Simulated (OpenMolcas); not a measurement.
F3+: the spin-orbit constant, Slater's ratio, worked from levels

```
Program             : OpenMolcas 26.06
Basis               : ANO-L-VQZP [5s4p3d2f]
Scalar Hamiltonian  : non-relativistic, point nucleus
Active space        : 4 electrons in 4 orbitals (2s 2p)
State averaging     : 2S+1 = 3 even, 3 roots; 2S+1 = 1 even, 6 roots; 2S+1 = 5 odd, 1 root; 2S+1 = 3 odd, 9 roots; 2S+1 = 1 odd, 8 roots
Spin-orbit coupling : RASSI with atomic mean-field integrals over the reference wave functions, term energies averaged over their components
```

Methods: CASSCF; SS-CASPT2, IPEA 0.25 Eh, imaginary shift 0.1 Eh (closed shells correlated: 1s). Measured levels: Moore, Atomic Energy Levels, vol. I, NSRDS-NBS 35 (1971 reprint of NBS Circular 467, 1949).

**The spin-orbit constant.** For the Hund term ³P of p2, E(J) = (A/2) J(J+1) + constant and ζ = 2S·A = 2A. From J = 0 to J = 2 the energy changes by 3 A.

| Source | E(2) - E(0) | A | ζ |
| --- | --- | --- | --- |
| CASSCF | 626.6 | 208.9 | 418 |
| SS-CASPT2 | 626.0 | 208.7 | 417 |
| measured | 613.4 | 204.5 | 409 |

All in cm-1. SS-CASPT2 is off by +2.1 % and CASSCF by +2.2 %. Both methods take the spin-orbit matrix elements from the reference wave functions, so the second can move ζ only through the term energies and any multistate remixing. Second-order mixing with other terms is absorbed into this ζ.

**Slater's ratio.** With one set of orbitals, p2 has ¹D - ³P = 6 F2 and ¹S - ¹D = 9 F2 (F2 = F²/25), a ratio of 3/2. Term energies are centres of gravity, weighted by 2J + 1.

```json
{"Source": "CASSCF", "¹D - ³P": "27486", "¹S - ³P": "50544", "F2 from the first": "4581", "Ratio": "0.839"}
{"Source": "SS-CASPT2", "¹D - ³P": "25129", "¹S - ³P": "52850", "F2 from the first": "4188", "Ratio": "1.103"}
{"Source": "measured", "¹D - ³P": "24825", "¹S - ³P": "53128", "F2 from the first": "4138", "Ratio": "1.140"}
```

Energies in cm-1. A ratio away from 3/2 shows effects beyond one configuration with one set of orbitals, and in heavier atoms second-order spin-orbit shifts. In CASSCF the valence s occupation is 1.88 in ¹S against 1.97 in ¹D: mixing out of s² acts most on ¹S and pulls it down.

Computed and measured levels are paired by configuration, term and J; levels that our copy of the source lacks, or whose pairing is in doubt (as where it misses far off the trend of its configuration), stay unpaired and out of the deviations. Levels of configurations outside the active space are missing.
